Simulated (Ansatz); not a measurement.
The cluster Hg2Br4⁻. Total charge -1; doublet. Geometry r2SCAN-D4/def2-SVPD.

```xyz
6

Hg   -0.246    0.017   -1.497
Hg   -0.082   -0.022    1.426
Br    2.312   -0.244   -0.216
Br   -0.651   -2.360    2.253
Br   -0.982    0.171   -4.007
Br   -0.351    2.437    2.040
```

In the def2 sets Hg takes a core potential; there is no spin–orbit coupling. Another isomer (doublet) lies 0.10 eV lower at PBE0-D4/def2-SVP; other spin states weren't run for this one.

Question: Estimate the α-spin orbital energies around the gap (eV) in Ansatz with LDA (SPW92)/def2-SVP, PBE-D4/def2-SVP, BLYP-D4/def2-SVP, r2SCAN-D4/def2-SVP, PBE0-D4/def2-SVP.

Answer: 
| orbital | LDA (SPW92)/def2-SVP | PBE-D4/def2-SVP | BLYP-D4/def2-SVP | r2SCAN-D4/def2-SVP | PBE0-D4/def2-SVP |
| --- | --- | --- | --- | --- | --- |
| HOMO−5 | -3.24 | -3.09 | -2.83 | -3.52 | -4.46 |
| HOMO−4 | -3.21 | -3.06 | -2.79 | -3.47 | -4.39 |
| HOMO−3 | -3.19 | -3.05 | -2.78 | -3.46 | -4.39 |
| HOMO−2 | -3.16 | -3.02 | -2.74 | -3.43 | -4.37 |
| HOMO−1 | -3.09 | -2.95 | -2.67 | -3.37 | -4.26 |
| HOMO | -1.80 | -1.61 | -1.36 | -1.96 | -2.60 |
| LUMO | 0.01 | 0.30 | 0.51 | 0.24 | 0.91 |
| LUMO+1 | 2.06 | 2.34 | 2.51 | 2.46 | 2.85 |
| LUMO+2 | 2.13 | 2.38 | 2.55 | 2.51 | 2.90 |
| LUMO+3 | 3.41 | 3.67 | 3.85 | 3.91 | 4.23 |
| LUMO+4 | 3.79 | 4.07 | 4.24 | 4.30 | 4.70 |
| LUMO+5 | 5.52 | 5.85 | 6.05 | 6.23 | 6.59 |
| β HOMO | -3.03 | -2.87 | -2.61 | -3.28 | -4.13 |
| β LUMO | -1.53 | -1.24 | -1.03 | -1.33 | -0.73 |
